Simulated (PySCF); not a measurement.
Compound: C5H10FO (doublet state).
Cartesian coordinates in Å at the GFN2-xTB level; atoms count from 1:
```xyz
17
C5H10FO angstrom
C      1.7393    0.7964    0.0251
C      1.2898   -0.6002    0.4308
C     -0.0069   -1.0197   -0.2578
C     -1.2423   -0.2644    0.2655
O     -2.4337   -0.9116   -0.1776
C     -1.2339    1.1629   -0.1380
F     -1.6624    2.0790    0.7501
H      1.9930    0.8269   -1.0320
H      0.9291    1.5068    0.2010
H      2.6077    1.1047    0.6010
H      2.0713   -1.3190    0.1745
H      1.1483   -0.6388    1.5124
H     -0.1854   -2.0831   -0.0848
H      0.0799   -0.8593   -1.3359
H     -1.2847   -0.3257    1.3573
H     -2.4453   -0.9242   -1.1415
H     -1.3708    1.4813   -1.1602
```

The hyperfine couplings belong to this conformer and change with its torsions.

As a line formula: `[C@@H]([CH]F)(CCC)O` [radical].

Level of theory: UKS B3LYP, pcH-1 on C F H O, non-relativistic, mean-field spin-orbit, GIAO (PySCF 2.14.0). The structure is a single GFN2-xTB conformer in the gas phase; no vibrational or solvent corrections. Couplings are sensitive to structure, and on GFN2-xTB geometries they can be far from those on DFT ones. The SCF solution wasn't tested for stability.

Problem. What are g_iso and the isotropic 13C coupling of C6?

Solution. g_iso = 2.00340 and a = +169.84 MHz, or +6.057 mT (Mulliken spin population +0.93). 13C makes up about 1.07 % of the natural element, so this concerns labelled samples or satellites.

Problem. Take this nucleus alone (I = 1/2, g_N = 1.4048) with S = 1/2. Where do its 2 lines fall at 9.641 GHz to first order, to second order and exactly?

Solution. First order: B = B0 − a·mI with B0 = 343.829 mT. Second order subtracts a²[I(I+1) − mI²]/(2B0). The exact fields come from the Breit–Rabi levels of H = g μB B Sz − g_N μN B Iz + a S·I.

```
  mI  first order (mT)  second order (mT)  exact (mT)  exact − first order
−1/2           346.858            346.831     346.832               -0.026
+1/2           340.801            340.774     340.774               -0.027
```

Problem. What g and a would be read from the two outer exact lines by first-order rules?

Solution. Their midpoint, 343.803 mT, gives an apparent g of 2.00355 (true 2.00340), and their distance over 2I an apparent |a| of 6.058 mT (true 6.057).

Problem. Give the zero-field levels of this pair of spins.

Solution. F = I ± 1/2 = 1 and 0, at a·I/2 = +42.5 MHz and −a(I+1)/2 = -127.4 MHz, that is |a|(I + 1/2) = 169.8 MHz apart; F = 0 lies lower.

Other couplings of abundant isotopes, left aside here: 1 × 19F 168 MHz, 1 × 1H 49 MHz, 1 × 1H 7 MHz, 1 × 1H 7 MHz, 3 × 1H 2 MHz, 1 × 1H 2 MHz, 1 × 1H 2 MHz.

Nuclei that the bonding pattern makes equivalent are averaged, as if the motion that swaps them (rotation, inversion, ring flip) were fast. The three 1H nuclei of mean +2.4 MHz run from -2.0 to 6.5 MHz in the frozen geometry.

On an Arm Neoverse V2 with one thread, no GPU, shared host with 32 logical CPUs at a one-minute load of 30, this took 64 s of wall time (grids of density and orbitals included) and 1.1 GiB of memory at its peak.
